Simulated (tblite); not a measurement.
Compound: C6H8ClN3S.
Bonds: C1–C2 (double), C2–C3, C3–N4, N4–N5 (aromatic), N5–C6 (aromatic), C6–Cl7, C6–C8 (aromatic), C8–S9, S9–C10, C8–N11 (aromatic), N4–N11 (aromatic). Hydrogens: H12, H13 on C1; H14 on C2; H15, H16 on C3; H17, H18, H19 on C10.

Computed with GFN2-xTB (tblite), gas phase: L-BFGS steps from a force-field or distance-geometry start until the largest atomic force falls under 0.01 eV/Å.

Step 7: E = -910.1524 eV
```
atom  x, y, z in Å  |  force x, y, z in eV/Å
C1     -3.0635   -1.4350   -0.3266    0.041   0.010   0.001
C2     -2.5996   -0.2552    0.0367   -0.025   0.006  -0.048
C3     -1.6037   -0.0245    1.1373    0.013  -0.033   0.004
N4     -0.4333    0.6695    0.6696   -0.013  -0.022  -0.039
N5     -0.4059    1.9700    0.5038    0.012  -0.041   0.048
C6      0.8184    2.2319    0.0739    0.022  -0.046  -0.068
Cl7     1.3598    3.7942   -0.2901    0.020  -0.036   0.006
C8      1.5229    1.0069   -0.0182   -0.005   0.036  -0.007
S9      3.1675    0.7715   -0.5263   -0.023   0.067  -0.007
C10     3.3089   -1.0375   -0.4413   -0.040   0.051   0.015
N11     0.6894    0.0478    0.3687   -0.020  -0.010   0.014
H12    -2.7447   -2.3513    0.1384    0.050  -0.023   0.068
H13    -3.7917   -1.5363   -1.1118   -0.015   0.015  -0.021
H14    -2.9449    0.6415   -0.4540    0.023   0.100  -0.037
H15    -2.0627    0.6030    1.9089    0.029  -0.038   0.011
H16    -1.2700   -0.9725    1.5602    0.009  -0.018   0.031
H17     2.5769   -1.4834   -1.1070    0.011  -0.003   0.022
H18     4.3206   -1.2709   -0.7633   -0.076  -0.005   0.020
H19     3.1456   -1.3605    0.5816   -0.013  -0.008  -0.012
```

Step 8: E = -910.1537 eV
```
atom  x, y, z in Å  |  force x, y, z in eV/Å
C1     -3.0619   -1.4349   -0.3259    0.045   0.051   0.003
C2     -2.5984   -0.2537    0.0361   -0.031  -0.023  -0.054
C3     -1.6017   -0.0248    1.1376   -0.052  -0.059  -0.012
N4     -0.4333    0.6682    0.6683   -0.011  -0.026  -0.009
N5     -0.4055    1.9681    0.5041    0.002  -0.013   0.029
C6      0.8181    2.2295    0.0719    0.016  -0.034  -0.046
Cl7     1.3606    3.7916   -0.2893    0.023  -0.026   0.000
C8      1.5222    1.0048   -0.0190   -0.009   0.045  -0.011
S9      3.1661    0.7725   -0.5263   -0.011   0.054  -0.011
C10     3.3067   -1.0363   -0.4405   -0.043   0.060   0.013
N11     0.6885    0.0460    0.3684    0.007  -0.021   0.001
H12    -2.7418   -2.3511    0.1415    0.031   0.016   0.042
H13    -3.7909   -1.5357   -1.1116    0.006   0.005   0.001
H14    -2.9412    0.6461   -0.4536    0.026   0.048  -0.026
H15    -2.0638    0.6032    1.9074    0.052  -0.051   0.018
H16    -1.2692   -0.9752    1.5577    0.004   0.010   0.038
H17     2.5745   -1.4825   -1.1056    0.011  -0.003   0.014
H18     4.3183   -1.2668   -0.7626   -0.059  -0.027   0.015
H19     3.1430   -1.3597    0.5820   -0.009  -0.006  -0.004
```

Step 9: E = -910.1549 eV
```
atom  x, y, z in Å  |  force x, y, z in eV/Å
C1     -3.0600   -1.4348   -0.3256    0.030   0.057  -0.005
C2     -2.5978   -0.2521    0.0347   -0.018  -0.023  -0.038
C3     -1.6008   -0.0260    1.1375   -0.076  -0.057  -0.027
N4     -0.4334    0.6665    0.6668   -0.003  -0.027   0.021
N5     -0.4050    1.9662    0.5050   -0.012   0.005   0.001
C6      0.8178    2.2270    0.0692   -0.007  -0.012  -0.009
Cl7     1.3617    3.7888   -0.2887    0.026  -0.013  -0.007
C8      1.5215    1.0035   -0.0199   -0.015   0.024  -0.014
S9      3.1647    0.7746   -0.5264    0.004   0.031  -0.013
C10     3.3040   -1.0339   -0.4396   -0.034   0.052   0.010
N11     0.6880    0.0442    0.3682    0.029  -0.020  -0.015
H12    -2.7387   -2.3506    0.1451    0.010   0.061   0.011
H13    -3.7901   -1.5350   -1.1114    0.026  -0.010   0.021
H14    -2.9376    0.6511   -0.4539    0.030  -0.008  -0.013
H15    -2.0637    0.6022    1.9067    0.060  -0.056   0.023
H16    -1.2685   -0.9774    1.5566   -0.003   0.024   0.033
H17     2.5727   -1.4818   -1.1042    0.001   0.003   0.004
H18     4.3150   -1.2640   -0.7617   -0.037  -0.036   0.009
H19     3.1407   -1.3593    0.5821   -0.010   0.005   0.007
```

Question: Estimate the geometry and energy of step 10. (The exact step hangs on the optimiser's Hessian estimate; all steps are aligned on step 9, rigid shifts and turns removed.)

Answer: E = -910.1559 eV, largest force 0.084 eV/Å
```
atom  x, y, z in Å  |  force x, y, z in eV/Å
C1     -3.0582   -1.4342   -0.3257    0.006   0.039  -0.015
C2     -2.5977   -0.2508    0.0329    0.003  -0.006  -0.012
C3     -1.6013   -0.0280    1.1369   -0.049  -0.033  -0.026
N4     -0.4337    0.6647    0.6660    0.009  -0.021   0.036
N5     -0.4047    1.9645    0.5058   -0.025   0.006  -0.020
C6      0.8172    2.2250    0.0669   -0.031   0.010   0.023
Cl7     1.3631    3.7864   -0.2884    0.025  -0.003  -0.012
C8      1.5208    1.0028   -0.0208   -0.012  -0.001  -0.017
S9      3.1637    0.7771   -0.5269    0.012   0.010  -0.014
C10     3.3012   -1.0310   -0.4386   -0.019   0.028   0.006
N11     0.6880    0.0426    0.3678    0.029  -0.014  -0.024
H12    -2.7361   -2.3490    0.1482   -0.003   0.084  -0.008
H13    -3.7891   -1.5347   -1.1110    0.032  -0.023   0.022
H14    -2.9344    0.6550   -0.4545    0.029  -0.041  -0.008
H15    -2.0624    0.6002    1.9067    0.050  -0.050   0.028
H16    -1.2680   -0.9787    1.5567   -0.012   0.019   0.023
H17     2.5715   -1.4813   -1.1030   -0.012   0.013  -0.002
H18     4.3115   -1.2627   -0.7608   -0.018  -0.036   0.006
H19     3.1387   -1.3588    0.5823   -0.014   0.019   0.014
```

The energy changes by -0.0010 eV. The first-order estimate −F·Δx gives -0.0014 eV and the mean of the old and new forces, exact on a quadratic surface, -0.0010 eV. The step makes an angle of 58° with the force vector and moves no atom by more than 0.005 Å.

What follows is the cost of the whole relaxation. On one thread of an Intel Xeon 6975P-C, shared host, this took 0.39 s.
